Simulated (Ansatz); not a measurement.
C2H3BF2O, SMILES `O=CCB(F)F`, relaxed with RKS PBE-D4/def2-SVP in Ansatz 0.2.0 from a rough embedded geometry. The force threshold is 0.03 eV/Å; the program also tests the step.

Charge 0, multiplicity 1.

Start:

```xyz
9

O     0.647    1.409    1.402
C     0.928    0.856    0.383
C    -0.122    0.265   -0.477
B    -0.732   -1.061    0.053
F     0.140   -2.197    0.368
F    -2.151   -1.146    0.435
H     1.963    0.835    0.041
H    -0.942    1.004   -0.704
H     0.269    0.035   -1.501
```

(1) By how much does the energy fall, and how many steps does the optimiser take? (Estimate.)

(2) Which bonds change most? (Best estimate.)

(3) Give the relaxed structure. (Estimate.)

## Answers

(1) Ansatz gave: 0.89 eV, in 16 steps, 1 of them rejected.

(2) The calculation gave: B4–F6 from 1.471 to 1.329 Å; B4–F5 from 1.467 to 1.332 Å; C2–H7 from 1.090 to 1.133 Å; C2–C3 from 1.480 to 1.515 Å.

(3) The calculation gave: 
```xyz
9

O     0.834    1.860    1.093
C     0.913    0.874    0.393
C    -0.226    0.327   -0.443
B    -0.696   -1.095    0.050
F     0.190   -2.045    0.343
F    -1.981   -1.406    0.185
H     1.870    0.271    0.332
H    -1.061    1.052   -0.474
H     0.157    0.161   -1.478
```
